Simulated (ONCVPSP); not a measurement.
# Dy: ONCV pseudisation with PBE, non-relativistic reference atom.

| Property | Result |
| --- | --- |
| Element | dysprosium |
| Generator | ONCVPSP 4.0.1 |
| Type | optimised norm-conserving Vanderbilt (ONCV) |
| Functional | PBE |
| Relativity | non-relativistic |
| Frozen core | [Kr] 4d10 |
| Valence charge | 20 |
| Reference configuration | 4f9 5s2 5p6 5d1 6s2 |
| Partial waves | 5s+6s: rc 2.40 bohr, ncon 4, nbas 9, qcut 4.8 1/bohr, 2 projectors; 5p: rc 1.65 bohr, ncon 4, nbas 8, qcut 4.6 1/bohr, 3 projectors, debl 1.1 Ha; 5d: rc 2.60 bohr, ncon 4, nbas 9, qcut 6.8 1/bohr, 2 projectors, debl 3.6 Ha; 4f: rc 1.30 bohr, ncon 4, nbas 9, qcut 14.8 1/bohr, 2 projectors, debl 1.7 Ha |
| Local potential | polynomial inside 1.25 bohr (lpopt 5, dvloc0 0 Ha) |
| Core correction | Teter function, fcfact 5.25, rcfact 1.55 |

What the tests gave:

```
Cutoffs needed             : 86 Ha and 95 Ha (the cutoffs (Ha) at which the residual kinetic energy of the hardest occupied pseudo-wave falls to 1 and 0.1 mHa per electron)
Ghost test                 : ghosts flagged at negative energy: p at -8489.5 eV, s at -0.89 eV; no localised positive-energy state flagged; a true bound ghost makes a file unfit for plane-wave use
Configuration tests        : 3 of 4 tests not solved or not reliable
rms error of d²Exc/dni dnj : 5.72 mHa without and 2.68 mHa with the model core
```

Generation and tests took about 5 s on one core of a shared server CPU.
